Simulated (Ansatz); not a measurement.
HFSi, triplet, geometry from GFN2-xTB (the spin is typed, not shown lowest). Base run: Ansatz (a first-principles code) with CAM-B3LYP/pcseg-1.

Input for Ansatz:
Ansatz 0.2 input:
```yaml
crystal:
  periodic: [false, false, false]
  atoms:
    - {symbol: Si, position_ang: [-0.27501764, -0.36212192, 0.39020993]}
    - {symbol: H, position_ang: [-0.98090129, -1.29162124, -0.45498644]}
    - {symbol: F, position_ang: [0.53679425, 0.70681423, -0.55643917]}
basis:
  gaussian:
    orbitals: pcseg-1.json
hamiltonian:
  xc: cam_b3lyp
magnetization: {spin_polarized: true, initial_magnetization: 2}
```
The basis file holds pcseg-1 in the JSON format of the Basis Set Exchange.

The base run was repeated with changes; each row names its change, and settings that it needs were set with it.

```csv
change,basis functions,E (Eh)
base,37,-389.81520
basis = 6-31G,24,-389.76984
basis = 6-31G*,36,-389.82149
basis = pc-1,37,-389.82881
basis = 6-31G**,39,-389.82298
basis = cc-pV(D+d)Z,42,-389.84813
basis = 6-311G**,51,-389.88085
basis = def2-SVPD,55,-389.68737
basis = def2-TZVP,74,-389.90905
basis = cc-pV(T+d)Z,83,-389.90622
basis = def2-TZVPD,92,-389.91073
basis = aug-cc-pVTZ,119,-389.90736
basis = def2-QZVPP,157,-389.92715
```

Totals compare only among sets that treat the same electrons; sets with core potentials leave the core out.
